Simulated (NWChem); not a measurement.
# AlICl$_{2}$; SMILES [Cl][Al]([Cl])[I]

```xyz
4

Al     0.0000     0.0000    -0.9368
Cl     0.0000     1.7942    -1.9983
Cl     0.0000    -1.7942    -1.9983
I      0.0000     0.0000     1.5044
```
Atoms are numbered in this order, from 1.

Level: PBE0/def2-SVP with def2 effective core potentials on I (NWChem), optimised geometry, unscaled harmonic frequencies. def2 effective core potentials on I; no spin-orbit coupling.

Problem. List the harmonic frequencies with IR intensities, and the thermochemistry.

Solution. 
```json
[
 {"frequency (cm⁻¹)": "109", "IR intensity (km/mol)": "2.7"},
 {"frequency (cm⁻¹)": "127", "IR intensity (km/mol)": "6.0"},
 {"frequency (cm⁻¹)": "183", "IR intensity (km/mol)": "25.9"},
 {"frequency (cm⁻¹)": "289", "IR intensity (km/mol)": "11.4"},
 {"frequency (cm⁻¹)": "547", "IR intensity (km/mol)": "173.9"},
 {"frequency (cm⁻¹)": "628", "IR intensity (km/mol)": "142.4"}
]
```

* **zero-point energy**: 2.7 kcal/mol
* **thermal correction to the enthalpy at 298.15 K (with zero-point energy)**: 6.8 kcal/mol
* **heat capacity Cv**: 15.5 cal/(mol K)
* **entropy at 298.15 K and 1 atm (symmetry number 2)**: 81.7 cal/(mol K)

Rigid rotor and harmonic oscillator.
